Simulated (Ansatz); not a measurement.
Relaxation of Rh5 with UKS PBE0-D4/def2-SVP.

```sh
$ ansatz run in.yaml --threads 4 --pin off --events-out ev --progress --plain --max-ram 4787MiB
```

```yaml
crystal:
  periodic: [false, false, false]
  atoms:
    - {symbol: Rh, position_ang: [-0.186300, -1.977370, -0.684190]}
    - {symbol: Rh, position_ang: [-0.616780, -0.369920, 1.240800]}
    - {symbol: Rh, position_ang: [-0.809600, 0.457570, -1.093660]}
    - {symbol: Rh, position_ang: [0.189260, 1.976630, 0.684300]}
    - {symbol: Rh, position_ang: [1.423420, -0.086910, -0.147260]}
basis:
  gaussian: {orbitals: def2-SVP}
magnetization: {spin_polarized: true, initial_magnetization: 1}
hamiltonian: {xc: pbe0, dispersion: d4}
scf: {lower_state_search: "off"}
output: {orbitals: {seedname: orbitals}}
relax: {f_tol: 0.02, max_steps: 100}
```

Hardware: 4 threads of Arm Neoverse V2 on a shared host. Wall time 2.2 min, peak host memory 0.89 GiB.

Positions (Å) and forces (eV/Å) at steps 1, 2, 3, 4, 5, 6, 7, 8 of 8:

```xyz
5
step=1 energy=-15036.2415 eV
Rh   -0.186   -1.977   -0.684    0.003    0.856    0.295
Rh   -0.617   -0.370    1.241    0.002   -0.381    0.209
Rh   -0.810    0.458   -1.094   -0.052   -0.174   -0.396
Rh    0.189    1.977    0.684   -0.134    0.079    0.035
Rh    1.423   -0.087   -0.147    0.181   -0.380   -0.144
5
step=2 energy=-15036.2970 eV
Rh   -0.200   -1.900   -0.657    0.031   -0.299   -0.124
Rh   -0.604   -0.395    1.262   -0.014    0.033    0.275
Rh   -0.802    0.451   -1.127   -0.171    0.223   -0.220
Rh    0.161    1.956    0.678   -0.050    0.136    0.036
Rh    1.444   -0.112   -0.157    0.204   -0.094    0.033
5
step=3 energy=-15036.3030 eV
Rh   -0.217   -1.885   -0.658   -0.004   -0.031   -0.067
Rh   -0.576   -0.409    1.311    0.156    0.161   -0.241
Rh   -0.807    0.474   -1.179   -0.101    0.025    0.180
Rh    0.125    1.960    0.675    0.016   -0.200   -0.111
Rh    1.475   -0.140   -0.149   -0.067    0.046    0.239
5
step=4 energy=-15036.3166 eV
Rh   -0.208   -1.895   -0.671   -0.011    0.066   -0.026
Rh   -0.579   -0.399    1.290    0.138    0.028   -0.124
Rh   -0.821    0.470   -1.153   -0.085   -0.025    0.028
Rh    0.139    1.960    0.666    0.021   -0.066   -0.056
Rh    1.469   -0.136   -0.133   -0.065   -0.004    0.177
5
step=5 energy=-15036.3268 eV
Rh   -0.205   -1.885   -0.698   -0.014    0.115    0.040
Rh   -0.556   -0.398    1.285    0.036   -0.083   -0.002
Rh   -0.857    0.470   -1.144    0.039   -0.068   -0.045
Rh    0.145    1.960    0.638    0.053   -0.013   -0.011
Rh    1.473   -0.147   -0.081   -0.115    0.049    0.017
5
step=6 energy=-15036.3293 eV
Rh   -0.206   -1.881   -0.699   -0.014    0.028    0.019
Rh   -0.553   -0.404    1.286   -0.005   -0.061    0.036
Rh   -0.856    0.466   -1.146    0.019   -0.007   -0.037
Rh    0.153    1.958    0.634    0.017    0.016   -0.009
Rh    1.461   -0.139   -0.075   -0.018    0.025   -0.009
5
step=7 energy=-15036.3301 eV
Rh   -0.211   -1.878   -0.697    0.001   -0.010   -0.002
Rh   -0.550   -0.414    1.293    0.002   -0.004    0.001
Rh   -0.851    0.467   -1.153   -0.003    0.002   -0.005
Rh    0.154    1.957    0.631    0.004    0.013    0.004
Rh    1.458   -0.133   -0.074   -0.004   -0.001    0.002
5
step=8 energy=-15036.3301 eV
Rh   -0.211   -1.879   -0.697    0.001    0.003    0.001
Rh   -0.550   -0.414    1.292   -0.009   -0.001    0.005
Rh   -0.851    0.467   -1.153    0.003    0.002    0.004
Rh    0.155    1.958    0.632   -0.003   -0.003   -0.003
Rh    1.456   -0.132   -0.074    0.008   -0.001   -0.007
```

In the def2 sets Rh takes a core potential; there is no spin–orbit coupling. The charge 0 doublet is spin-contaminated (final ⟨S²⟩ up to 3.01, 0.75 for a pure state). Another isomer (doublet) lies 0.26 eV lower at PBE0-D4/def2-TZVP; other spin states weren't run for this one.
